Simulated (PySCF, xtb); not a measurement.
B2H4, SMILES B[BH2-], charge -1, multiplicity 2.

Harmonic wavenumbers (cm⁻¹) from GFN2-xTB (xtb 6.7.1) at its own minimum, in rising order: 486, 545, 639, 751, 889, 1012, 1237, 1301, 2023, 2037, 2100, 2214.

What does PBE-D3(BJ)/def2-TZVPD in PySCF give at its own minimum? (Estimate from the structure and the level; the computed values follow.)

338, 512, 683, 808, 867, 902, 1114, 1177, 2306, 2327, 2347, 2353. Paired by order, the mean absolute difference is 135 cm⁻¹ and the zero-point energies are 21.8 and 22.5 kcal/mol.
